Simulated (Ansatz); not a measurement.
A nudged elastic band was laid between two geometries of CH5Cl2Si (9 atoms, charge -1, multiplicity 1).

Method: RKS PBE-D4/def2-SVP in Ansatz 0.2.0.

* movable images: 7
* climbing image: yes
* spring: 5.0 eV/Å²
* optimiser: quadratic models (default)
* start path: through a guess of the saddle point
* force threshold: 0.03 eV/Å
* iteration limit: 60
* end points: relaxed

First end point:

```xyz
9
Properties=species:S:1:pos:R:3
Cl -1.804 -1.771 0.461
C -0.551 -0.437 0.748
Si 0.363 0.235 -0.809
Cl 1.393 1.629 1.157
H -1.067 0.399 1.255
H 0.195 -0.832 1.463
H -0.018 1.598 -1.338
H 1.800 -0.175 -1.033
H -0.311 -0.645 -1.903
```

Last end point:

```xyz
9
Properties=species:S:1:pos:R:3
Cl -1.083 -2.182 -0.016
C -0.066 0.308 0.977
Si 0.173 -0.058 -0.899
Cl 0.597 1.921 1.599
H -1.146 0.279 1.218
H 0.413 -0.496 1.567
H 0.916 1.243 -1.323
H 1.220 -1.066 -1.308
H -1.025 0.051 -1.814
```

Problem. Which bonds break or form, and what moves?

Solution. Bonds broken: Cl1–C2. Bonds formed: C2–Cl4.  The two ends are copies of one structure, up to a mirror image or an exchange of like atoms.

Problem. What energy profile does the band end with?

Solution. The run converged. The highest image is number 4 of 0 to 8, 10.8 kcal/mol above the ends, which have the same energy within 2 meV. A vibrational analysis at the climbing image gives one clearly imaginary mode, 330i cm⁻¹, and a faint second one (34i cm⁻¹) that may be numerical noise or a soft torsion: probably a first-order saddle point. The orbitals stay closed-shell, which can raise the energy where a bond breaks towards radicals; this wasn't checked here. Limits of this set-up: an anion without diffuse functions, the dipole of an ion depends on the origin.

```
image  path coordinate (Å)  energy (kcal/mol)  Cl1–C2 (Å)  C2–Cl4 (Å)
    0                 0.00                0.0        1.85        2.87
    1                 0.44                0.3        1.85        2.87
    2                 0.89                1.8        1.86        2.85
    3                 1.33                4.6        1.91        2.79
    4                 1.77               10.8        2.34        2.38
    5                 2.14                4.8        2.72        1.97
    6                 2.51                1.4        2.84        1.86
    7                 2.88                0.2        2.87        1.85
    8                 3.25                0.0        2.87        1.85
```

Problem. What is the geometry of the highest image?

Solution. 
```xyz
9
Properties=species:S:1:pos:R:3
Cl -1.373 -2.090 0.342
C -0.289 -0.076 0.824
Si 0.260 0.122 -0.958
Cl 0.976 1.801 1.544
H -1.204 0.375 1.221
H 0.320 -0.638 1.535
H 0.588 1.539 -1.366
H 1.502 -0.704 -1.184
H -0.781 -0.328 -1.957
```

The band took 9 iterations and roughly 2.2 core-minutes.

The run took 68 s on 2 threads of Intel(R) Xeon(R) Platinum 8488C (Sapphire Rapids), with other jobs on the host, peak memory 0.15 GiB.
